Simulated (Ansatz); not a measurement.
# Extrapolating MP2 to the basis-set limit: SiF4 (silicon tetrafluoride)

SiF4: 5 atoms, total charge 0, spin state singlet. As SMILES, `F[Si](F)(F)F`. The shape is that of a PBE0-D4/def2-TZVP optimisation.

MP2 energies, 9 core orbitals frozen (Ansatz 0.2.0):

| basis | X | functions | Hartree–Fock (Eh) | correlation (Eh) |
| --- | --- | --- | --- | --- |
| cc-pVDZ | 2 | 74 | -686.934312 | -0.833759 |
| cc-pVTZ | 3 | 154 | -687.147801 | -1.109082 |
| cc-pVQZ | 4 | 279 | -687.197891 | -1.213386 |

The correlation energy converges as X⁻³, the Hartree–Fock energy about exponentially.

Extrapolate to the complete basis.


1. Correlation: E(∞) = (4³ E(4) − 3³ E(3))/(4³ − 3³) = (64 × (-1.213386) − 27 × (-1.109082))/37 = -1.289500 Eh.
2. Hartree–Fock: successive steps shrink by 0.235; summing the geometric tail gives -687.197891 + (-0.050090) × 0.235/(1 − 0.235) = -687.213246 Eh.
3. Total: -687.213246 + (-1.289500) = -688.502746 Eh.
4. cc-pVQZ holds 94.1 % of the extrapolated correlation energy, cc-pVTZ 86.0 %.

This is an estimate of the method's limit, not an exact energy.
